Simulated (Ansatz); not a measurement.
Calculated with Ansatz (gas phase, PBE0-D4/def2-TZVP geometries, no zero-point term in ΔE). CCSD(T)/CBS is the MP2 limit (def2-TZVPP, def2-QZVPP) plus CCSD(T) − MP2 in def2-TZVPP, frozen cores. For Br outer-core shells are correlated without core-valence functions, which leaves a few kJ/mol of doubt a bond. Scalar relativity is left out up to krypton. Each species was taken in one conformer, which may not be the lowest.

`O[SiH](F)[SiH2]Br` + `BOC` → `BOC[SiH2]Br` + `O[SiH2]F`  (formal exchange of groups at the Si–Si bond)

`O[SiH](F)[SiH2]Br`:

```xyz
9

O    -0.716    1.772   -0.524
Si   -0.697    0.615    0.623
F     0.079    1.106    1.932
Si    0.483   -1.239   -0.210
Br    2.059   -0.322   -1.515
H     0.074    1.869   -1.064
H    -2.104    0.375    1.010
H     1.169   -2.059    0.819
H    -0.346   -2.118   -1.072
```

`BOC`:

Z-matrix (Å, degrees):
```
C
O 1 1.413
H 1 1.092 2 108.8
H 1 1.092 2 108.9 3 118.3
H 1 1.094 2 111.3 3 -120.8
B 2 1.339 1 122.3 3 121.0
H 6 1.196 2 116.9 1 180.0
H 6 1.204 2 120.2 1 0.0
```

`BOC[SiH2]Br`:

Z-matrix (Å, degrees):
```
C
O 1 1.417
Si 1 1.886 2 110.5
H 1 1.096 2 108.3 3 -119.4
H 1 1.096 2 111.1 3 122.3
B 2 1.344 1 121.9 3 -107.2
Br 3 2.219 1 108.2 2 61.7
H 3 1.480 1 111.3 2 -56.9
H 3 1.483 1 109.5 2 180.0
H 6 1.202 2 120.1 1 -3.8
H 6 1.195 2 116.5 1 177.2
```

`O[SiH2]F`:

Z-matrix (Å, degrees):
```
Si
F 1 1.596
O 1 1.630 2 111.0
H 1 1.482 2 106.0 3 121.4
H 1 1.474 2 108.2 3 -116.3
H 3 0.958 1 119.1 2 71.8
```

```
            species  CCSD(T)/CBS(def2) energy (Eh)
`O[SiH](F)[SiH2]Br`                    -3329.01056
              `BOC`                     -141.04597
      `BOC[SiH2]Br`                    -3004.09319
         `O[SiH2]F`                     -465.96250
```

(1) Work out ΔE.

Largest T1 diagnostic among the species: 0.014.

Answers

(1) ΔE = (-3004.09319) + (-465.96250) − (-3329.01056) − (-141.04597) = 0.00084 Eh = +0.02 eV.

From PBE to PBE0 (25 % exact exchange), in def2-TZVPP and without D4, ΔE moves by −0.04 eV.
